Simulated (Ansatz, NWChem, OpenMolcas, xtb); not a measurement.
## C3H10Si (trimethylsilane): methods side by side

C3H10Si: 14 atoms, total charge 0, spin state singlet. SMILES: `C[SiH](C)C`. The shape is that of a PBE0-D4/def2-TZVP optimisation.

```xyz
14

C    -0.9568    1.0826   -1.0384
Si   -0.3388   -0.0146    0.3489
C     1.2394    0.6841    1.0778
C    -0.0513   -1.7567   -0.2776
H    -1.8881    0.6972   -1.4609
H    -1.1459    2.0987   -0.6831
H    -0.2216    1.1413   -1.8459
H    -1.3795   -0.0593    1.4204
H     2.0290    0.7335    0.3228
H     1.6018    0.0635    1.9012
H     1.0818    1.6941    1.4643
H    -0.9688   -2.1840   -0.6898
H     0.7069   -1.7673   -1.0657
H     0.2919   -2.4131    0.5260
```

Each level gives the energy change with the C1–Si2 bond stretched from 1.874 to 2.155 Å (eV). The values are calculated.

```tsv
level	kind	program	value (eV)	CPU time (all runs)
GFN-FF	force field	xtb	0.52	under 2 s
SVWN5/cc-pVDZ (restricted)	LDA	Ansatz	0.46	16 s
BLYP/cc-pVDZ (restricted)	GGA	OpenMolcas	0.32	2.9 min
r2SCAN/cc-pVDZ (restricted)	meta-GGA	OpenMolcas	0.43	4.2 min
BHLYP/cc-pVDZ (restricted)	global hybrid	Ansatz	0.47	30 s
wB97X/cc-pVDZ (restricted)	range-separated hybrid	NWChem	0.46	5.6 min
B2PLYP/cc-pVDZ (restricted)	double hybrid	OpenMolcas	0.42	2.1 min
RPA@PBE0/cc-pVDZ (restricted)	RPA	Ansatz	0.39	45 s
CCSD/cc-pVDZ (restricted)	coupled cluster or CI	Ansatz	0.41	66 s
```

The first shape isn't each level's own minimum. The values span 0.32 to 0.52 eV. CPU times are rough (shared hosts, several kinds of processor): they show what a rung costs within a factor of a few.
